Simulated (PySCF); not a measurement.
Computed shifts of a molecule C2H6OSi2, PBE/pcSseg-1 (PySCF), GIAO, gas phase, atoms alike by connectivity averaged where their shifts nearly agree, in ppm (number of nuclei): ¹³C: 160.7 (2). ²⁹Si: -5.8 (2). ¹H: 7.75 (2), 5.84 (4). References: ¹³C against TMS (σ = 182.0 ppm); ²⁹Si against TMS (σ = 335.4 ppm); ¹⁷O against H2O (σ = 334.3 ppm); ¹H against TMS (σ = 31.49 ppm), references at their B3LYP-D3(BJ)/def2-TZVP geometries, non-relativistic. Geometry optimised at PBE0-D3(BJ)/def2-SVP. One conformer was computed; it need not be the lowest.

**Question.** Which structure fits?
A. C=C1[SiH2]O[SiH2]1
B. C1=C[SiH2]O[SiH2]1
C. [SiH3]C1=C[SiH2]O1
D. [SiH3]C1=CO[SiH2]1

**Answer.** B, C1=C[SiH2]O[SiH2]1
